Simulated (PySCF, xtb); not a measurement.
Ge(H)2(OEt)(NH2) (C₂H₉GeNO), SMILES CC[O][GeH2][NH2].

GFN2-xTB run with xtb at its own geometry gives an orbital gap of 7.73 eV and a dipole moment of 2.47 D.

Geometry optimised at PBE-D3(BJ)/def2-SVP. The values are those of a single conformer.

Task: What does PBE/def2-TZVP run with PySCF give? (An estimate is asked for; the answer gives what the named calculation found.)

Result: gap 5.70 eV (levels -5.94 and -0.24 eV), dipole 1.89 D.
